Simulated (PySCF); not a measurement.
A small calculation by hand: entropy of an ideal gas

Zn(F)(SH) (FHSZn), SMILES [F][Zn][SH].

Coordinates come from a TPSSh-D3(BJ)/def2-TZVP optimisation. The values are those of a single conformer.

PySCF with TPSSh-D3(BJ)/def2-TZVP gives the harmonic wavenumbers 127, 134, 387, 664, 679, 2674 cm⁻¹ and the rotational temperatures 13.7689, 0.1223, 0.1212 K. The molar mass is 117.45 g/mol, the symmetry number 1, the spin multiplicity 1.

Work out the entropy at 298.15 K and 1 atm in the rigid-rotor, harmonic-oscillator model.


Translation (Sackur–Tetrode at 1 atm): S = R[1.5 ln M + 2.5 ln T − 1.16487] = 168.2 J/(mol K).
Rotation: q = (√π/σ) T^1.5/√(θA θB θC) = 20200, S = R[ln q + 3/2] = 94.9 J/(mol K).
Vibration: with u = 1.4388 ν/T, each mode gives R[u/(e^u − 1) − ln(1 − e^−u)]:
```json
[
 {"ν (cm⁻¹)": "127", "modes": "1", "u": "0.61", "S (J/(mol K))": "12.51"},
 {"ν (cm⁻¹)": "134", "modes": "1", "u": "0.65", "S (J/(mol K))": "12.08"},
 {"ν (cm⁻¹)": "387", "modes": "1", "u": "1.87", "S (J/(mol K))": "4.23"},
 {"ν (cm⁻¹)": "664", "modes": "1", "u": "3.20", "S (J/(mol K))": "1.47"},
 {"ν (cm⁻¹)": "679", "modes": "1", "u": "3.28", "S (J/(mol K))": "1.39"}
]
```
The stiffer modes add less than 0.005 each. Sum 31.7 J/(mol K).
Spin: R ln 1 = 0.0 J/(mol K).
Total 294.8 J/(mol K); the program's own thermochemistry gives 294.7. Translation makes up 57 % and vibration 11 %. Anharmonicity, hindered rotation and orbital degeneracy are left out.
